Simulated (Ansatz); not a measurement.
What each rung costs, and what it gives

Saddle point of CH₉GeN, closed shell (CH₆Ge ([CH3][GeH3]) + NH₃ → GeNH₅ ([NH2][GeH3]) + CH₄; bonds formed: Ge1–N7, C2–H6; bonds broken: Ge1–C2, H6–N7), PBE0-D4/def2-TZVP structure:

```
12
angstrom
Ge -0.7765 0.9078 -0.1843
C 0.1687 -1.0013 1.1367
H -2.0523 0.0694 -0.3006
H -0.4677 1.6447 1.1255
H -0.9919 2.0767 -1.2178
H 0.7247 -0.5811 -0.3264
N 0.7502 0.1272 -1.2219
H 0.8917 -0.6055 1.8594
H -0.7969 -1.0694 1.6470
H 0.4609 -2.0391 0.9154
H 1.5714 0.7202 -1.2971
H 0.5177 -0.2496 -2.1360
```

Barriers are electronic and count from the start structure reached by relaxing down the imaginary mode.

Program: Ansatz 0.2.0. Basis: as named in each row. Cores are frozen in the correlated methods. Filled d shells of the heavier atoms are correlated. The def2 sets are not built for correlating such inner shells, so the correlated values are less sure here. B3LYP uses VWN-RPA correlation. Extrapolation: Hartree–Fock as exp(−7.88 √X), correlation as X^−2.97.

Times are rough, for one single point on 4 threads of a shared host (AMD EPYC).

The estimate by CCSD(T) at an estimated basis limit (MP2 extrapolated from triple and quadruple zeta, plus CCSD(T) − MP2 in triple zeta) is 2.661 eV.

```
      method       basis  time (s)  barrier (eV)  method less estimate
          HF      STO-3G   under 1         3.810                 1.149
      PBE-D4      STO-3G         2         2.320                -0.342
       SPW92    def2-SVP         2         1.855                -0.806
       SPW92  def2-TZVPP         3         1.979                -0.683
    B3LYP-D4       6-31G         4         2.176                -0.485
      PBE-D4    def2-SVP         4         2.153                -0.508
      PBE-D4  def2-TZVPP         4         2.250                -0.411
     BLYP-D4  def2-TZVPP         4         2.375                -0.286
     PBE0-D4    def2-SVP         4         2.371                -0.290
    B3LYP-D4  def2-TZVPP         5         2.524                -0.137
    BHLYP-D4  def2-TZVPP         6         2.732                 0.070
     PBE0-D4  def2-TZVPP         6         2.434                -0.227
CAM-B3LYP-D4  def2-TZVPP         6         2.608                -0.053
   r2SCAN-D4  def2-TZVPP         8         2.408                -0.253
  r2SCAN0-D4  def2-TZVPP         8         2.529                -0.132
     wB97M-V    def2-SVP        10         2.477                -0.185
    PBE-QIDH  def2-TZVPP        13         2.567                -0.094
     wB97X-V  def2-TZVPP        14         2.627                -0.034
      B2PLYP  def2-TZVPP        14         2.605                -0.056
      B97M-V  def2-TZVPP        15         2.559                -0.103
  RPA on PBE  def2-TZVPP        15         2.602                -0.059
     wB97M-V  def2-TZVPP        16         2.566                -0.095
     CCSD(T)    def2-SVP        20         2.708                 0.047
         MP2  def2-QZVPP        68         2.605                -0.056
     CCSD(T)  def2-TZVPP       250         2.611                -0.050
```

All methods are single points on the PBE0-D4 structures.

No T1 diagnostic of these runs exceeds 0.012.

Labels in which every atom is bracketed show which atoms are joined, not bond orders.
